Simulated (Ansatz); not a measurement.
Basis-set series for the In atom. Charge 0, multiplicity 2. In takes the def2 core potential. A free atom.

```tsv
functional	basis	functions	energy (Eh)	HOMO (eV)	LUMO (eV)
PBE0	def2-SVP	26	-190.10951	-3.56	-1.87
PBE0	def2-QZVPP	82	-190.11479	-3.59	-1.91
ωB97M-V	def2-SVP	26	-190.05597	-5.22	-0.15
ωB97M-V	def2-QZVPP	82	-190.06178	-5.28	-0.33
```

Give the rows for def2-TZVPP. (An estimate is asked.)

Ansatz gave: 
```tsv
functional	basis	functions	energy (Eh)	HOMO (eV)	LUMO (eV)
PBE0	def2-TZVPP	50	-190.11398	-3.58	-1.91
ωB97M-V	def2-TZVPP	50	-190.06086	-5.26	-0.29
```

HOMO and LUMO are taken over both spins.
